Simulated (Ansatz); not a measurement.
Basis-set extrapolation for CH5BClNO, SMILES `NB(Cl)CO` (PBE0-D4/def2-TZVP geometry, frozen core, the Gaussian-basis code of Ansatz). Multiplicity 1, RHF reference.

```tsv
	def2-TZVPP	def2-QZVPP
HF	-654.459613	-654.481480
MP2 correlation	-0.912482	-0.984721
CCSD(T) correlation	-0.989707	not run
```

Energies in hartree. Use E(X) = E(∞) + A·exp(−7.88·√X) for Hartree–Fock and E(X) = E(∞) + B·X^(−2.97) for correlation, with X = 3 and 4, and add CCSD(T) minus MP2 of the smaller set to the MP2 limit.

Question: What is the CCSD(T) energy at the basis-set limit?

Answer: HF limit: -654.481480 + (-0.021867) × 0.13774 = -654.48449. MP2 limit: -0.984721 + (-0.072239) × 0.74074 = -1.03823. Higher-order term: -0.989707 − (-0.912482) = -0.07722. Total: -655.59994 hartree, 4.10 eV below CCSD(T)/def2-TZVPP.
